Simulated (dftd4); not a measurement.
CeO$_{2}$, triplet, geometry from GFN2-xTB (such geometries of metal compounds can be far from the true shape) (the multiplicity is a formal guess); D4 for pbe0 run with dftd4 4.2.0.

Here is a job for dftd4.
```
$ dftd4 mol.xyz --func pbe0 --charge 0 --json dftd4.json --noedisp

# file mol.xyz
3

Ce    -0.16924966     0.08770245    -0.18012469
O      1.87597302    -0.06772443    -0.41145043
O     -0.64891296    -0.56811834     1.71735447
```

Problem. What does dftd4 print? Leave out banner, timings and long lists.

Solution. 
```
                    ____  _____ _____     ____  _  _
      -------------|  _ \|  ___|_   _|---|  _ \| || |------------
     |             | | | | |_    | | ___ | | | | || |_           |
     |             | |_| |  _|   | ||___|| |_| |__   _|          |
     |             |____/|_|     |_|     |____/   |_|            |
     |             ===================================           |
     |            E. Caldeweyher, S. Ehlert & S. Grimme          |
     |          Mulliken Center for Theoretical Chemistry        |
     |                    University of Bonn                     |
      -----------------------------------------------------------

Rational (Becke-Johnson) damping: pbe0-D4-ATM
---------------------
  s6         1.0000
  s8         1.2007
  s9         1.0000
  a1         0.4009
  a2         5.0293
 alp        16.0000
--------------------

Dispersion energy:      -1.4500605775572E-03 Eh

[Info] JSON dump of results written to 'dftd4.json'
```
